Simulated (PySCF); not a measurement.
This PySCF input asks for the NMR shieldings of SMILES C1=CC=CC(=C)[C@H](B)C1, C8H11B; the geometry comes from GFN2-xTB.

```python
import basis_set_exchange as bse
import numpy as np
from pyscf import gto, dft
from pyscf.prop import nmr

atoms = """
B    -1.095603   -1.376342    0.977700
C    -0.818826   -0.617042   -0.377036
C     0.472622   -1.060082   -1.095690
C     1.624753   -1.134494   -0.148835
C     1.972756   -0.163887    0.699903
C     1.375842    1.143051    0.824356
C     0.194262    1.599880    0.373302
C    -0.886758    0.882229   -0.266785
C    -1.951588    1.557599   -0.710184
H    -0.753783   -2.487177    1.099091
H    -1.708562   -0.857075    1.826536
H    -1.663263   -0.922746   -1.015013
H     0.317838   -2.037999   -1.553804
H     0.699787   -0.346262   -1.895431
H     2.205965   -2.046443   -0.164694
H     2.837861   -0.324279    1.332144
H     2.002657    1.858336    1.345728
H    -0.016188    2.650994    0.535347
H    -2.783460    1.065675   -1.185980
H    -2.031458    2.626740   -0.603691
"""
names = dict.fromkeys(["B", "C", "H"], "pcSseg-1")
basis = {el: gto.basis.parse(bse.get_basis(n, elements=[el], fmt="nwchem")) for el, n in names.items()}
mol = gto.M(atom=atoms, basis=basis, charge=0, verbose=0)
mf = dft.RKS(mol, xc="PBE0")
mf.grids.level = 2
mf.grids.alignment = dft.numint.BLKSIZE   # the property module wants whole blocks of grid points
mf.conv_tol = 1e-9
mf.kernel()

calc = nmr.RKS(mf)   # GIAO
C = mf.mo_coeff
Co = C[:, mf.mo_occ > 0]
resp = mf.gen_response(singlet=True, hermi=2)
def vind(x):   # induced exchange potential for any number of trial vectors
    d = np.einsum("pi,xij,qj->xpq", C, 2 * x.reshape(-1, C.shape[1], Co.shape[1]), Co, optimize=True)
    return np.einsum("xpq,pi,qj->xij", resp(d - d.transpose(0, 2, 1)), C, Co, optimize=True).ravel()
mo1, _ = nmr.rhf.solve_mo1(calc, with_cphf=vind)
sigma = calc.kernel(mo1)
for i, s in enumerate(sigma):   # ppm
    w = np.linalg.eigvalsh((s + s.T) / 2)
    print("%2d %-2s iso %8.1f  s11 %8.1f  s22 %8.1f  s33 %8.1f" % (i, mol.atom_pure_symbol(i), w.mean(), *w))
```

**Question.** What are the results?

**Answer.** 
```
 0 B  iso      8.6  s11    -64.0  s22    -31.7  s33    121.5
 1 C  iso    131.4  s11    109.3  s22    130.6  s33    154.4
 2 C  iso    150.4  s11    135.9  s22    152.3  s33    163.1
 3 C  iso     38.9  s11    -69.1  s22     34.5  s33    151.3
 4 C  iso     55.0  s11    -62.0  s22     71.4  s33    155.6
 5 C  iso     55.1  s11    -47.8  s22     59.1  s33    153.9
 6 C  iso     45.1  s11    -51.6  s22     44.5  s33    142.3
 7 C  iso     23.2  s11    -93.8  s22      7.8  s33    155.5
 8 C  iso     64.4  s11    -21.8  s22     74.8  s33    140.3
 9 H  iso     23.8  s11     15.0  s22     26.9  s33     29.6
10 H  iso     24.1  s11     15.6  s22     27.3  s33     29.4
11 H  iso     29.3  s11     22.8  s22     30.9  s33     34.1
12 H  iso     28.6  s11     23.8  s22     28.1  s33     33.8
13 H  iso     29.2  s11     26.1  s22     27.9  s33     33.8
14 H  iso     25.1  s11     22.9  s22     24.3  s33     28.1
15 H  iso     25.7  s11     23.3  s22     25.0  s33     28.7
16 H  iso     25.6  s11     22.8  s22     25.6  s33     28.3
17 H  iso     25.1  s11     22.1  s22     24.9  s33     28.4
18 H  iso     26.6  s11     23.8  s22     25.2  s33     30.9
19 H  iso     26.4  s11     24.0  s22     25.2  s33     30.1
```

These numbers come from an equivalent density-fitted implementation of the same equations, which agrees with the script to about 0.01 ppm for H and up to a few tenths of a ppm for heavy atoms, so last digits may differ.

Size and cost of the density-fitted run: 208 basis functions, 93 s wall time on 1 thread of an Arm Neoverse N1, shared host; peak memory 1 GiB.
